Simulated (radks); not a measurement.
Nd X, configuration [Kr] 4d10 4f2 5s2 5p1. Calculated with a radial shooting solver on a logarithmic mesh with Libxc functionals: scalar-relativistic Kohn-Sham, PBEsol, spin-polarised, spherical densities, finite nucleus; open shells are filled with parallel spins first (spin-orbit coupling, left out, can overturn this in heavy ions); Fermi nuclear charge, rms radius 4.9123 fm.

Radial electron density D(r) = 4 pi r^2 rho(r):

```
   r/bohr * D(r) (the largest magnitude, 103, reaches the edge; | marks zero)
 0.001097 | *
  0.00144 |  *
  0.00189 |    *
 0.002481 |      *
 0.003256 |          *
 0.004274 |               *
  0.00561 |                     *
 0.007364 |                            *
 0.009666 |                                  *
  0.01269 |                                        *
  0.01665 |                                         *
  0.02186 |                                        *
  0.02869 |                                     *
  0.03766 |                                      *
  0.04943 |                                             *
  0.06541 |                                                      *
  0.08585 |                                                     *
   0.1127 |                                           *
   0.1479 |                                         *
   0.1942 |                                               *
   0.2548 |                                         *
   0.3345 |                       *
   0.4391 |                  *
   0.5763 |                    *
   0.7564 |              *
   0.9929 |      *
    1.303 |  *
    1.711 |*
    2.245 *
    2.947 *
    3.869 *
```

D(r) has 4 maxima, at r = 0.0164, 0.0732, 0.204, 0.567 bohr, and minima at 0.0316, 0.135, 0.412 bohr, inside which lie 1.95, 11.21, 29.07 electrons.
